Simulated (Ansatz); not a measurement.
```yaml
crystal:
  periodic: [false, false, false]
  atoms:
    - {symbol: F, position_ang: [-1.189459, 1.533161, -0.785879]}
    - {symbol: Si, position_ang: [0.393226, 1.138184, -0.449497]}
    - {symbol: N, position_ang: [0.380968, -0.912530, -0.321626]}
    - {symbol: P, position_ang: [-0.251796, -1.575499, 0.826699]}
    - {symbol: H, position_ang: [1.094721, 1.210033, -1.614035]}
    - {symbol: Xx, position_ang: [0.941343, 1.622880, 0.710512]}
    - {symbol: H, position_ang: [0.433286, -1.319722, -1.115368]}
    - {symbol: H, position_ang: [0.304512, -0.984859, 1.992644]}
    - {symbol: H, position_ang: [-1.564189, -1.067908, 1.203141]}
basis:
  gaussian: {orbitals: aug-cc-pVDZ}
hamiltonian: {xc: {name: wB97M-V}}
scf: {lower_state_search: off}
output: {forces: true}
```

```sh
$ ansatz run in.yaml --threads 2 --pin off --events-out ev --progress --plain --max-ram 4352MiB
```

Shortened log:

```
Error: YAML parse error: error: line 9 column 16: `Xx` is not an element symbol (H … Og, case-exact)
 7 |     - {symbol: P, position_ang: [-0.251796, -1.575499, 0.826699]}
 8 |     - {symbol: H, position_ang: [1.094721, 1.210033, -1.614035]}
 9 |     - {symbol: Xx, position_ang: [0.941343, 1.622880, 0.710512]}
10 |     - {symbol: H, position_ang: [0.433286, -1.319722, -1.115368]}
11 |     - {symbol: H, position_ang: [0.304512, -0.984859, 1.992644]}
```

Task: What is wrong with this run?

Result: An element symbol is wrong. The program refused the input.
